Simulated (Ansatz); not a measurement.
Consider the ligand exchange at the Si–O bond: `[BH2][GeH2][O][SiH2]F` + `[SiH3]S` → `F[SiH2]S[SiH3]` + `[BH2][GeH2][OH]`.

Calculated with Ansatz (gas phase, PBE0-D4/def2-TZVP geometries, no zero-point term in ΔE). CBS: MP2 limit from def2 TZ/QZ plus the TZ coupled-cluster correction, frozen cores. This one scheme is used for every species. DFT in def2-TZVPP. B3LYP here is the variant with VWN-RPA as its local correlation; programs differ in this. For Ge outer-core shells are correlated without core-valence functions, which leaves a few kJ/mol of doubt a bond. Scalar relativity is left out up to krypton. One conformer a species, not always the lowest.

CCSD(T)/CBS gives +13.6 kcal/mol.

Question: Another level gave +14.8 kcal/mol. Which?
A. PBE/def2-TZVPP
B. PBE0/def2-TZVPP
C. r2SCAN-D4/def2-TZVPP
D. B3LYP/def2-TZVPP

Answer: D. B3LYP 14.8, PBE 10.0, r2SCAN-D4 12.5, PBE0 11.4 kcal/mol.

Largest T1 diagnostic among the species: 0.012.

In def2-TZVPP, CCSD(T) changes the Hartree–Fock value by −4.9 kcal/mol (the triples alone add −1.0 kcal/mol) and MP2 by −5.8 kcal/mol. The D4 term adds −0.9 kcal/mol with B3LYP and −0.4 kcal/mol with PBE0; it sums over pairs of atoms, weighted by their polarisabilities, and B3LYP, whose exchange is more repulsive, gets the larger term. From PBE to PBE0 (25 % exact exchange), in def2-TZVPP and without D4, ΔE moves by +1.4 kcal/mol.
